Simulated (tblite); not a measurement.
Compound: C₆H₃FN₃ (charge -1).
SMILES: `Fc1cccc2[n-]nnc12`

Method: GFN2-xTB as coded in tblite; computed harmonic values from a numerical Hessian at the method's own geometry, unscaled. This tight-binding method is rough: wavenumbers can miss measured ones by several per cent, in bad cases by 10 to 20.

Harmonic wavenumbers (cm⁻¹): 165.9, 210.8, 263.9, 272.4, 451.4, 464.6, 512.6, 552.2, 607.9, 682.6, 685.0, 716.0, 779.3, 847.3, 849.3, 889.2, 989.8, 1050.4, 1092.4, 1136.9, 1169.9, 1208.6, 1224.1, 1292.9, 1309.4, 1343.1, 1450.5, 1498.3, 1563.9, 1603.5, 3019.3, 3046.7, 3058.6.

A = 2283, B = 1530, C = 916.0 MHz; mass 136.031 u (most abundant isotopes); point group Cs, symmetry number 1.

Task: Zero-point energy?

Result: ½Σν̃ = 18004 cm⁻¹ = 215.38 kJ/mol.

Task: What is S at 298.15 K and 1 bar for an ideal gas of classical rigid rotors and harmonic oscillators?

Result: Translation 170.13, rotation 121.33, vibration 54.69: S = 346.1 J/(mol K).

Task: And Cp and H(298.15 K) − H(0)?

Result: Cp = 119.72 J/(mol K), of which vibrations give 86.46 (their classical limit is 33 R = 274.4); H(298.15 K) − H(0) = 20.39 kJ/mol without the zero-point energy, 10.47 from vibrations.

Task: What must be added to the electronic energy to get the Gibbs energy at 298.15 K and 1 bar?

Result: ZPE + [H(298.15 K) − H(0)] − T·S = 215.38 + 20.39 − 103.20 = 132.57 kJ/mol.

Task: Which modes carry the vibrational entropy at 298.15 K?

Result: 165.9 cm⁻¹: 10.38; 210.8 cm⁻¹: 8.52; 263.9 cm⁻¹: 6.84; 272.4 cm⁻¹: 6.61; 451.4 cm⁻¹: 3.31; 464.6 cm⁻¹: 3.15 J/(mol K); the other 27 give 15.87 together.

Task: How do the functions run with temperature in this model?

Result: 
| T (K) | S (J/(mol K)) | Cp (J/(mol K)) | H − H(0) (kJ/mol) | G − H(0) (kJ/mol) | ln q(vib) |
| --- | --- | --- | --- | --- | --- |
| 150 | 284.8 | 65.7 | 6.70 | -36.02 | 0.57 |
| 250 | 326.7 | 101.9 | 15.05 | -66.61 | 1.70 |
| 400 | 386.3 | 154.2 | 34.39 | -120.13 | 3.89 |
| 600 | 458.9 | 203.5 | 70.55 | -204.80 | 7.20 |
| 900 | 550.1 | 244.1 | 138.39 | -356.66 | 12.19 |

q(vib) and H(0) count from the zero-point level.

Hindered rotation and anharmonicity are outside this model.
